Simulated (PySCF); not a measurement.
From one molecule to another.

First species: C₃H₄Cl₂Si.
InChI=1S/C3H4Cl2Si/c1-2-6-3(4)5/h1,3H,6H2

Second species: C₇H₉Cl.
SMILES with atom numbers: `[Cl:1][CH2:2][C@@:3]12[CH2:4][CH:5]=[CH:6][C@@H:7]1[CH2:8]2` (hydrogens: H9, H10 on C2; H11, H12 on C4; H13 on C5; H14 on C6; H15 on C7; H16, H17 on C8)

Levels: PBE0/def2-SVPD for HOMO energy, LUMO energy, HOMO–LUMO gap and static isotropic polarisability; TDDFT PBE0/def2-SVPD for lowest singlet excitation; TDA PBE0/def2-SVPD for lowest triplet excitation (Tamm–Dancoff). Geometries: GFN2-xTB. Each structure is a single optimised conformer of the isolated species, non-relativistic unless stated. Electronic properties by PySCF.

Dipoles, sizes and rotational constants follow the conformer. The torsions of the flexible species, by atom-mapped SMILES:
- `[CH:1]#[C:2][SiH2:3][CH:4]([Cl:5])[Cl:6]`: C2–Si3–C4–Cl5 175°

The conformers of `ClC[C@@]12CC=C[C@@H]1C2` aren't listed.

```
                                property  column X  column Y
                             HOMO energy  -8.18 eV  -6.89 eV
                             LUMO energy  -0.86 eV   0.12 eV
                           HOMO–LUMO gap   7.32 eV   7.01 eV
               lowest singlet excitation   6.00 eV   6.22 eV
lowest triplet excitation (Tamm–Dancoff)   4.90 eV   4.09 eV
         static isotropic polarisability   88.0 au   89.4 au
```

**Question.** Which column belongs to which species?

**Answer.** Column X is the first species and column Y the second. The first has 10 atoms and 70 electrons, the second 17 and 68.

**Question.** How does each property change from the first species to the second?

**Answer.** HOMO energy +1.29 eV; LUMO energy +0.98 eV; HOMO–LUMO gap -0.31 eV; lowest singlet excitation +0.22 eV; lowest triplet excitation (Tamm–Dancoff) -0.81 eV; static isotropic polarisability +1.4 au.

On the first: The polarisability is 13.05 Å³ as a volume (1 au = 0.148185 Å³), or 1.26 au for each of the 70 electrons. No computed singlet falls in the visible range (750 to 380 nm, 1.65 to 3.26 eV); S1 lies 2.74 eV above its blue end.

On the second: S1 lies 0.79 eV below the HOMO–LUMO gap; its leading configuration is HOMO→LUMO, weight 0.92. The 6 singlets span 6.22 to 7.23 eV, and their oscillator strengths add up to 0.19.
